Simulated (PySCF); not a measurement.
**Computed properties of Cl2FGeHO, SMILES [OH][Ge]([F])([Cl])[Cl]**

Ge(F)(Cl)2(OH) (Cl2FGeHO), SMILES [OH][Ge]([F])([Cl])[Cl]. Geometry optimised at B3LYP-D3(BJ)/def2-SVP. This is a generated structure with no PubChem entry under its InChIKey; it may be hypothetical. The values are those of a single conformer. All values are computed for the isolated molecule unless a solvent is named; none is compared with measurement here.

**Structure.** All 12 harmonic modes at B3LYP-D3(BJ)/def2-SVP (PySCF) are real, so it is a minimum. With heavy atoms numbered as in [OH:1][Ge:2]([F:3])([Cl:4])[Cl:5], the shortest bond between them is Ge2–F3 at 1.729 Å and the longest Ge2–Cl5 at 2.141 Å.

**Vibrations.** The strongest infrared lines (harmonic, unscaled, degenerate partners summed) lie at 3820 cm⁻¹ (116 km/mol, H 94 %), 757 cm⁻¹ (106 km/mol, O 58 %, Ge 23 %, F 18 %), 467 cm⁻¹ (95 km/mol, Cl 58 %, Ge 41 %). The softest mode is at 100 cm⁻¹ and the zero-point energy is 11.7 kcal/mol.

**Electronic structure.** ωB97X/def2-TZVP (PySCF) places the frontier levels at -12.26 and 0.42 eV, a gap of 12.68 eV, and gives a dipole moment of 1.60 D and a mean polarisability of 52.0 bohr³. PBE/def2-TZVP (PySCF) at the same geometry gives -8.24 and -2.78 eV, so its gap is 7.22 eV narrower. An orbital gap is neither the optical nor the fundamental gap.

**Excitations.** TDDFT-PBE0/def2-SVPD (PySCF) has S1 at 6.40 eV (194 nm, f = 0.018, weak); the most intense of the 10 singlets computed lies at 8.01 eV (f = 0.12). T1 (TDA) is at 5.90 eV. TDDFT-PBE/def2-SVPD (PySCF) puts S1 at 5.52 eV. No vertical singlet excitation falls in the visible range (under 3.1 eV).

**NMR.** GIAO shifts at PBE0/pcSseg-1 (PySCF) (non-relativistic, atoms alike by connectivity averaged): ¹H at 2.9 ppm against TMS; ¹⁹F at -99.7 ppm against CFCl3. Without spin–orbit terms, shifts of atoms bonded to Cl or Br come out too high.
